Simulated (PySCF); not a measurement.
Gas-phase equilibrium of 1 mol GeCl₄, 6.7 mol O₂ at 2500 K and 0.100 bar, among 12 species (ClO, O₂, O, GeCl₃, Ge₂O₂, O₃, GeCl₄, Cl, Cl₂, GeO₂, GeCl₂, GeO). Only gases are allowed; each row takes one source of thermochemistry for all species, and Cantera finds the minimum.

Computed with PySCF and rigid-rotor harmonic-oscillator thermochemistry at 1 bar. † marks an energy on the PBE0/def2-TZVP geometry and frequencies. Open shells (unrestricted) among the columns below: O₂ (multiplicity 3), O (multiplicity 3, electronic degeneracy 9), Cl (multiplicity 2, electronic degeneracy 6); the rest are closed-shell singlets. Spin-orbit splitting is ignored; it lowers the true energy and changes the entropy of O, Cl. Ge: all electrons, no relativistic terms. The harmonic model lacks anharmonicity and excited electronic states, which grow with temperature; levels with a mode under 35 cm⁻¹ are left out.

Molecules larger than those listed are left out, and so are free Ge atoms, whose spin-orbit terms are large. Also missing: (GeO)n, which can matter at low temperature or high pressure.

Mole fractions:

```tsv
thermochemistry	x O₂	x Cl	x GeO	x O	x Cl₂
BLYP/def2-TZVP†	0.55	0.35	0.089	0.0086	0.00065
M06-2X/def2-TZVP†	0.53	0.35	0.087	0.031	0.00093
PBE/def2-TZVP†	0.55	0.35	0.089	0.0037	0.0031
PBE0/def2-QZVP†	0.54	0.35	0.088	0.025	0.0010
PBE0/def2-SVP†	0.54	0.35	0.088	0.019	0.00026
ωB97X-V/def2-TZVP†	0.54	0.35	0.088	0.020	0.00076
```
The most sensitive of these is Cl₂: it spans a factor of 10^1.1 over these rows; at this temperature one factor of ten is RT ln 10 = 48 kJ/mol.
